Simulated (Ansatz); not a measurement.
Consider the redistribution: `[F][GeH2][SiH3]` + `N[SiH2]O[SiH3]` → `[SiH3][O][GeH2][SiH3]` + `N[SiH2]F`.

Program: Ansatz. Geometries: PBE0-D4/def2-TZVP. ΔE: electronic, gas phase. CBS: MP2 limit from def2 TZ/QZ plus the TZ coupled-cluster correction, frozen cores. Functionals use def2-TZVPP. For Ge outer-core shells are correlated without core-valence functions, which leaves a few kJ/mol of doubt a bond. Scalar relativity is left out up to krypton. One conformer a species, not always the lowest.

```tsv
level	ΔE (eV)
ωB97M-V	-0.12
SCS-MP2/def2-TZVPP	-0.17
```

(1) What does CCSD(T)/CBS give? (Best estimate.)

Largest T1 diagnostic among the species: 0.012.

## Answers

(1) Ansatz gave: -0.17 eV. The listed levels differ from it by 0.05, 0.00 eV.

In def2-TZVPP, CCSD(T) changes the Hartree–Fock value by −0.08 eV (the triples alone add −0.01 eV) and MP2 by −0.10 eV.
